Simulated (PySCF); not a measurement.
Compound: CH9NSeSi2.
Atom-mapped SMILES: `[CH3:1][Si@H:2]([SeH:3])[SiH2:4][NH2:5]` (hydrogens: H6, H7, H8 on C1; H9 on Si2; H10 on Se3; H11, H12 on Si4; H13, H14 on N5)

Computed by this run: PBE0-D3(BJ)/def2-SVP geometry optimisation, gas phase (PySCF 2.14.0); density fitting, grid level 1; the optimiser is geomeTRIC in internal coordinates, started from a GFN2-xTB structure with every atom displaced at random (about 0.01 Å).

Step 0: E = -83747.9927 eV
```
atom  x, y, z in Å  |  force x, y, z in eV/Å
C1     -1.5409   -0.6284    0.8695   -0.540   1.491  -0.561
Si2    -0.5391    0.7363   -0.0224   -1.232   0.095  -0.473
Se3    -1.7877    1.3612   -1.9139    1.300  -0.427  -0.531
Si4     1.5866    0.0972   -0.7962   -0.819  -0.108   0.373
N5      2.2576   -0.6839    0.5670   -0.572  -0.059   0.565
H6     -2.5646   -0.2435    1.1051    0.577  -0.086  -0.116
H7     -1.6628   -1.4894    0.2425   -0.037  -0.854  -0.575
H8     -1.0683   -0.8993    1.7872    0.532  -0.407   1.106
H9     -0.6165    1.9518    0.8402    0.365   0.000   0.162
H10    -2.9846    1.6139   -1.1863   -0.940   0.220   0.697
H11     1.4788   -0.7342   -2.0052   -0.168  -0.211  -0.558
H12     2.4581    1.2159   -1.0672    0.477   0.846  -0.338
H13     1.7446   -1.4278    1.0133   -0.101  -0.229   0.143
H14     3.2287   -0.8818    0.5616    1.160  -0.271   0.106
```

Step 1: E = -83748.2240 eV
```
atom  x, y, z in Å  |  force x, y, z in eV/Å
C1     -1.4672   -0.6109    0.8434    0.017  -0.055   0.050
Si2    -0.6194    0.8039   -0.0780    0.129  -0.175   0.145
Se3    -1.7764    1.3333   -1.9831   -0.453   0.051   0.234
Si4     1.5211    0.1040   -0.7378   -0.055   0.143  -0.094
N5      2.2088   -0.7292    0.6214    0.167  -0.039   0.054
H6     -2.4822   -0.3132    1.1389   -0.118   0.022   0.038
H7     -1.5563   -1.5022    0.1996    0.049   0.076   0.036
H8     -0.9233   -0.8848    1.7673   -0.006   0.070  -0.157
H9     -0.5598    2.0081    0.8096    0.010  -0.017   0.018
H10    -3.0085    1.6415   -1.1923    0.370  -0.058  -0.308
H11     1.3655   -0.6969   -2.0035    0.027   0.002  -0.007
H12     2.4028    1.2693   -1.0565    0.018  -0.035  -0.008
H13     1.6821   -1.4853    1.0447    0.008  -0.021   0.006
H14     3.2028   -0.9501    0.6216   -0.163   0.036  -0.006
```

**Question.** Estimate the geometry and energy of step 2. (The exact step hangs on the optimiser's Hessian estimate; all steps are aligned on step 1, rigid shifts and turns removed.)

**Answer.** E = -83748.2376 eV, largest force 0.095 eV/Å
```
atom  x, y, z in Å  |  force x, y, z in eV/Å
C1     -1.4767   -0.6116    0.8546   -0.090   0.013   0.027
Si2    -0.6208    0.7923   -0.0674    0.012  -0.051   0.031
Se3    -1.7811    1.3155   -1.9818    0.016  -0.048   0.012
Si4     1.5208    0.1097   -0.7393   -0.026   0.054  -0.060
N5      2.2118   -0.7298    0.6167   -0.003  -0.004   0.038
H6     -2.4948   -0.3143    1.1546    0.030  -0.008  -0.006
H7     -1.5608   -1.5014    0.2120    0.017   0.004   0.006
H8     -0.9230   -0.8782    1.7699    0.023   0.011  -0.019
H9     -0.5575    1.9947    0.8221    0.009   0.002   0.002
H10    -2.9994    1.6626   -1.2315   -0.008   0.028  -0.013
H11     1.3738   -0.6864   -2.0092    0.012   0.007  -0.006
H12     2.4046    1.2738   -1.0526    0.002  -0.008   0.000
H13     1.6899   -1.4930    1.0339    0.007  -0.005  -0.005
H14     3.2033   -0.9463    0.6134   -0.002   0.006  -0.005
```

The energy changes by -0.0136 eV. The first-order estimate −F·Δx gives -0.0241 eV and the mean of the old and new forces, exact on a quadratic surface, -0.0141 eV. The step makes an angle of 65° with the force vector and moves no atom by more than 0.045 Å.

The cost below is that of the whole optimisation. Hardware: Arm Neoverse V1, one thread, no GPU, on a shared host. Cost: 83 s, 0.55 GiB resident at most.
